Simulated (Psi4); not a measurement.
A dimer, N2 ··· BCl3 (SMILES N#N and ClB(Cl)Cl), singlet; the first 2 atoms form monomer A.

```
6

N      0.5455     0.0000     0.0000
N     -0.5455     0.0000     0.0000
Cl    -2.8658    -1.0761    -2.3451
B     -3.0162     0.2555    -3.4631
Cl    -3.7017    -0.0081    -5.0463
Cl    -2.4850     1.8512    -2.9968
```

Q: What interaction energy does SAPT0/jun-cc-pVDZ, frozen core (Psi4) give, and which attractive term is the largest?

A: Total -0.20 kJ/mol: electrostatics -1.09, exchange 4.61, induction -0.37, dispersion -3.36. The most attractive term is dispersion.
